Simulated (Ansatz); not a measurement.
The first iterations of a band of BrF2H3O2Zr (9 atoms, charge 0, multiplicity 1).

These are results of RKS PBE/def2-SVP in Ansatz 0.2.0, not measurements.

```
movable images  : 5
climbing image  : yes
spring          : 5.0 eV/Å²
optimiser       : quadratic models (default)
start path      : through a guess of the saddle point
force threshold : 0.05 eV/Å
iteration limit : 60
end points      : relaxed
```

Image 0:

```xyz
9
Properties=species:S:1:pos:R:3
Zr -0.117 -0.102 -0.044
O -0.179 -0.248 1.943
H -0.629 0.139 2.712
F 1.626 0.372 -0.692
O -1.273 1.351 -0.490
H -1.833 2.055 -0.844
F -0.846 -1.649 -0.915
Br 1.794 -2.611 1.608
H 0.887 -1.567 2.147
```

Image 6:

```xyz
9
Properties=species:S:1:pos:R:3
Zr 0.223 -0.516 -0.164
O 0.512 0.164 2.109
H -0.330 0.638 2.282
F 1.846 0.426 -0.546
O -1.329 0.609 0.277
H -2.066 0.908 -0.283
F -0.335 -1.045 -1.919
Br 0.404 -2.820 0.981
H 0.506 -0.626 2.689
```

| iteration | highest image above the first end (eV) | largest band force component (eV/Å) |
| --- | --- | --- |
| 1 | 1.773 | 8.167 |
| 2 | 0.776 | 2.257 |
| 3 | 0.221 | 1.985 |
| 4 | 0.012 | 3.528 |
| 5 | 0.005 | 0.810 |
| 6 | 0.127 | 7.512 |

Q: Does the band converge within its limit, and where does its top end?

A: It converged. It ended after 19 iterations with the highest image 0.000 eV above the first end. The highest image is an end point: on this band no image between the ends rises above it. The orbitals stay closed-shell, which can raise the energy where a bond breaks towards radicals; this wasn't checked here.

Run time: 3.3 min on 4 threads of Arm Neoverse V1 (shared host), peak memory 0.21 GiB.
